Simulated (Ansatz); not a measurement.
Relaxation of Cl$_{2}$H$_{6}$OW (10 atoms, charge 0, multiplicity 1), to a largest force component of 0.03 eV/Å in at most 50 steps.

Method: RKS PBE0/def2-SVP in Ansatz.

```xyz
10
Properties=species:S:1:pos:R:3:forces:R:3
W 0.007 -0.218 0.031 0.38 -0.17 0.99
Cl -0.025 0.365 2.323 -0.03 -0.14 -0.72
H 1.174 0.603 -0.848 0.00 0.00 0.02
H -0.248 1.417 -0.089 0.01 -0.01 0.00
H -1.541 0.347 -0.094 0.02 -0.01 0.00
Cl -0.619 -2.091 -1.114 -0.01 -0.01 0.00
H -0.511 0.461 -1.384 0.01 0.00 0.03
O 2.000 -2.039 1.590 -0.72 0.72 0.28
H 1.683 -2.949 1.599 -0.02 -0.03 0.00
H 1.598 -1.629 2.389 0.36 -0.34 -0.62
```

Task: Where does it end, and by what steps?

Result: The run converged. After 10 steps the energy has fallen by 0.601 eV; H9 moved furthest, 0.67 Å. Joined: W1–O8 (3.12 → 2.30 Å).

```json
{"step": "0", "energy less start (eV)": "0.0000", "largest force component (eV/Å)": "0.992", "accepted": "yes"}
{"step": "1", "energy less start (eV)": "-0.1461", "largest force component (eV/Å)": "1.133", "accepted": "yes"}
{"step": "2", "energy less start (eV)": "-0.3022", "largest force component (eV/Å)": "1.468", "accepted": "yes"}
{"step": "3", "energy less start (eV)": "-0.4902", "largest force component (eV/Å)": "1.295", "accepted": "yes"}
{"step": "4", "energy less start (eV)": "-0.5539", "largest force component (eV/Å)": "0.730", "accepted": "yes"}
{"step": "5", "energy less start (eV)": "-0.5837", "largest force component (eV/Å)": "0.528", "accepted": "yes"}
{"step": "6", "energy less start (eV)": "-0.5848", "largest force component (eV/Å)": "0.208", "accepted": "yes"}
{"step": "7", "energy less start (eV)": "-0.5966", "largest force component (eV/Å)": "0.308", "accepted": "yes"}
{"step": "8", "energy less start (eV)": "-0.5947", "largest force component (eV/Å)": "0.197", "accepted": "no"}
{"step": "9", "energy less start (eV)": "-0.5996", "largest force component (eV/Å)": "0.159", "accepted": "yes"}
{"step": "10", "energy less start (eV)": "-0.6011", "largest force component (eV/Å)": "0.028", "accepted": "yes"}
```

```xyz
10
Properties=species:S:1:pos:R:3
W 0.144 -0.293 0.219
Cl -0.080 0.503 2.393
H 1.346 0.515 -0.631
H -0.208 1.304 -0.067
H -1.425 0.209 -0.025
Cl -0.471 -2.278 -0.823
H -0.354 0.272 -1.260
O 1.600 -1.714 1.283
H 1.421 -2.641 1.067
H 1.544 -1.611 2.245
```

Whether the end is a true minimum wasn't checked by a vibrational analysis.

Run time: 58 s on 2 threads of Intel(R) Xeon(R) Platinum 8259CL CPU @ 2.50GHz (Skylake/Cascade Lake) (shared host), peak memory 0.29 GiB.
